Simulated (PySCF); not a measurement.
## Steps of a relaxation of [Pb(OH)3]+

[Pb(OH)3]+ (singlet). PySCF 2.14.0, RKS r2SCAN, Pb def2-SVP with ECP60, O def2-SVP, H def2-SVP; non-relativistic Hamiltonian with scalar-relativistic core potentials where named; density fitting; no spin-orbit coupling. Origin of the start: template. Columns: position (Å) and force (eV/Å). Energies are counted from the last step; some of the 32 steps are shown. Forces carry noise of the integration grid, about 0.01 to 0.03 eV/Å.

Run from Python with OMP_NUM_THREADS=2. Where DIIS fails, smearing, a level shift and second-order steps follow.
It took 100 s on 2 threads of Arm Neoverse V2 (shared host), from the converged density of the start.

```xyz
7
step 0  E = 2.632 eV
Pb   -0.1268    0.0003    0.0013    -2.27   -0.10    0.44
O    -0.1268    0.0003    1.9197     1.38   -0.38    1.82
H    -0.4649    0.0910    2.8197    -1.40    0.28   -0.08
O    -0.1268    0.0003   -1.9171     1.45    0.27   -2.59
H    -0.4649   -0.0902   -2.8171    -1.47   -0.17   -0.03
O     1.7916    0.0003    0.0013     2.63    0.20    1.21
H     2.6916   -0.0902   -0.3368    -0.31   -0.11   -0.77
```

```xyz
7
step 10  E = 0.160 eV
Pb    0.3270    0.0001    0.0541    -0.12    0.02    0.35
O    -0.1584   -0.0229    2.0478     0.17   -0.01    0.11
H    -1.0859    0.0965    2.3273    -0.24    0.02   -0.28
O    -0.0247    0.0060   -1.9718    -0.44   -0.04   -0.43
H    -0.9528   -0.0618   -2.3088     0.36    0.04    0.42
O     2.3582    0.0067    0.2176     0.13   -0.11   -0.51
H     2.7094   -0.1126   -0.6952     0.13    0.09    0.34
```

```xyz
7
step 21  E = 0.003 eV
Pb    0.5713   -0.0121    0.1253     0.01    0.00    0.01
O    -0.3317    0.0312    1.9698    -0.01    0.00   -0.09
H    -1.3055    0.0432    1.8614     0.01    0.00    0.05
O    -0.1641   -0.0304   -1.8071     0.00    0.00    0.00
H    -1.1417    0.0003   -1.8433     0.00    0.00    0.03
O     2.6112   -0.0489    0.1448    -0.07    0.01    0.03
H     2.9335   -0.0715   -0.7798     0.05    0.00   -0.03
```

Q: Where does the relaxation end?

A: It converges at step 31 in Cs:
```xyz
7
step 31  E = 0
Pb    0.5753   -0.0179    0.0891
O    -0.3150    0.0281    1.9363
H    -1.2907    0.0467    1.8528
O    -0.2053   -0.0207   -1.8247
H    -1.1841   -0.0047   -1.8182
O     2.6114   -0.0466    0.1712
H     2.9814   -0.0732   -0.7355
```

Q: How did the contacts change?

A: 
```json
{"contact": "Pb1–O2 (OH)", "start (Å)": "1.918", "end (Å)": "2.051"}
{"contact": "Pb1–O4 (OH)", "start (Å)": "1.918", "end (Å)": "2.067"}
{"contact": "Pb1–O6 (OH)", "start (Å)": "1.918", "end (Å)": "2.038"}
```


No frequency check is given that shows the relaxed geometry to be a minimum.
